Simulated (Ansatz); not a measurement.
Relaxed structures of AlBSiH$_{5}$O (charge +1), singlet (PBE0-D4/def2-TZVP; forces vanish, vibrations not checked; lower isomers may exist, and structures with a doubtful reference or unclear bonds are left out; Å). Program: Ansatz 0.2.0. Basis: def2-TZVPP. Cores are frozen in the correlated methods.

Question: Rank them by CCSD(T) energy, lowest first, and give each one's height above the lowest. Links in brackets join atoms within 1.22 times the sum of their covalent radii (1.1 for two metals). (An estimate is asked for; the value comes from the calculation.)
A.
AlBSiH₅O ([AlH2][O]1[BH][SiH2]1), total charge +1
```
9
angstrom
B 1.2028 -0.6638 -0.1902
O 0.0560 0.1089 -0.0389
Al -0.4738 1.8568 -0.2668
Si -0.3084 -1.6651 0.4420
H -1.9779 1.9812 0.1222
H 0.7363 2.6944 -0.7812
H 2.2720 -0.3224 -0.5587
H -0.6705 -1.6741 1.8697
H -1.3230 -2.1807 -0.4930
```
B.
AlBSiH₅O ([BH2][O]1[AlH][SiH2]1), total charge +1
```
9
angstrom
B -0.4739 1.4975 -0.1901
O 0.1152 0.2310 -0.0811
Al 1.6493 -0.8107 -0.2819
Si -0.4792 -1.4199 0.4363
H -1.6210 1.5807 0.1096
H 0.2285 2.3748 -0.5731
H 3.0367 -0.2996 -0.7735
H -0.9042 -1.3267 1.8471
H -1.5514 -1.8271 -0.4932
```
C.
AlBSiH₅O ([BH][O][AlH][SiH3]), total charge +1
```
9
angstrom
B 0.2223 2.1812 -0.5250
O 0.6112 1.0380 -0.3892
Al 1.2587 -0.7186 -0.1919
Si -0.5077 -2.1820 0.6400
H 0.0567 -3.5358 0.8397
H -0.1569 3.2836 -0.6545
H 2.7512 -0.6024 -0.6511
H -0.9902 -1.5860 1.9111
H -1.5832 -2.1724 -0.3834
```

Answer: Computed: C (0.000 eV), B (0.522 eV), A (0.840 eV). Heights count from the lowest.

No T1 diagnostic of these runs exceeds 0.016.

For scale, one of the runs: CCSD(T)/def2-TZVPP, 216 basis functions, launched by `ansatz run in.yaml --threads 2 --pin off --events-out ev --progress --plain --max-ram 4352MiB`. The run took 46 s on 2 CPU threads of an Intel Xeon 6975P-C (shared host), with 3.2 GiB of host memory at its peak.
